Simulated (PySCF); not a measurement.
# Spin-rotation constants: `C1CCC[C@]2(C=C)[C@H]1C2`, C$_{9}$H$_{14}$

Geometry:
| atom | x (Å) | y (Å) | z (Å) |
| --- | --- | --- | --- |
| C1 | -2.934 | 0.603 | 0.630 |
| C2 | -2.133 | -0.299 | 0.086 |
| C3 | -0.736 | -0.095 | -0.352 |
| C4 | -0.115 | 1.242 | 0.000 |
| C5 | 1.406 | 1.248 | -0.124 |
| C6 | 1.990 | 0.068 | 0.642 |
| C7 | 1.622 | -1.243 | -0.050 |
| C8 | 0.144 | -1.329 | -0.380 |
| C9 | -0.370 | -0.754 | -1.663 |
| H10 | -2.633 | 1.618 | 0.816 |
| H11 | -3.943 | 0.354 | 0.910 |
| H12 | -2.510 | -1.300 | -0.087 |
| H13 | -0.547 | 2.024 | -0.631 |
| H14 | -0.372 | 1.471 | 1.038 |
| H15 | 1.791 | 2.188 | 0.278 |
| H16 | 1.707 | 1.191 | -1.171 |
| H17 | 3.077 | 0.154 | 0.703 |
| H18 | 1.594 | 0.071 | 1.660 |
| H19 | 1.897 | -2.081 | 0.594 |
| H20 | 2.205 | -1.334 | -0.971 |
| H21 | -0.328 | -2.247 | -0.050 |
| H22 | 0.327 | -0.241 | -2.308 |
| H23 | -1.144 | -1.283 | -2.200 |

Theory: GIAO B97-2/pcSseg-1 magnetisability, rotational g tensor and spin-rotation constants, non-relativistic, gas phase (PySCF 2.14.0). Geometry: GFN2-xTB.

Q: Give the nuclear spin-rotation constants along the inertial axes (H = +C I·J) beside the isotropic shieldings.

A: Rotational constants 2.7929, 1.3354, 1.1045 GHz. A star marks the isotopologue with that one atom substituted, in its own axes.
| atom | isotope | Caa (kHz) | Cbb (kHz) | Ccc (kHz) | mean (kHz) | σ (ppm) |
| --- | --- | --- | --- | --- | --- | --- |
| H10 | 1H | -0.264 | 0.100 | -0.118 | -0.094 | 26.7 |
| H11 | 1H | 0.165 | -0.124 | -0.100 | -0.020 | 26.6 |
| H12 | 1H | -0.259 | 0.103 | -0.115 | -0.090 | 26.3 |
| H13 | 1H | -0.213 | -0.112 | -0.022 | -0.116 | 29.9 |
| H14 | 1H | -0.256 | -0.088 | -0.030 | -0.124 | 30.1 |
| H15 | 1H | -0.277 | 0.029 | -0.120 | -0.123 | 30.2 |
| H16 | 1H | -0.282 | -0.123 | -0.008 | -0.138 | 30.9 |
| H17 | 1H | 0.075 | -0.141 | -0.122 | -0.063 | 30.4 |
| H18 | 1H | -0.251 | -0.132 | -0.009 | -0.131 | 30.8 |
| H19 | 1H | -0.262 | -0.105 | -0.004 | -0.124 | 29.6 |
| H20 | 1H | -0.201 | -0.117 | -0.033 | -0.117 | 30.3 |
| H21 | 1H | -0.270 | -0.059 | -0.067 | -0.132 | 30.9 |
| H22 | 1H | -0.207 | -0.155 | -0.028 | -0.130 | 31.5 |
| H23 | 1H | -0.185 | -0.056 | -0.111 | -0.117 | 31.2 |
| C1 | 13C* | 0.977 | 0.459 | 0.175 | 0.537 | 74.4 |
| C2 | 13C* | 1.081 | 0.602 | 0.232 | 0.638 | 32.3 |
| C3 | 13C* | 0.368 | 0.259 | 0.150 | 0.259 | 161.1 |
| C4 | 13C* | 0.466 | 0.227 | 0.155 | 0.283 | 157.8 |
| C5 | 13C* | 0.449 | 0.201 | 0.161 | 0.271 | 161.7 |
| C6 | 13C* | 0.431 | 0.223 | 0.163 | 0.273 | 159.1 |
| C7 | 13C* | 0.438 | 0.227 | 0.168 | 0.278 | 156.8 |
| C8 | 13C* | 0.364 | 0.185 | 0.205 | 0.251 | 162.5 |
| C9 | 13C* | 0.297 | 0.211 | 0.198 | 0.235 | 164.9 |

For the geometry as given, no vibrational averaging.
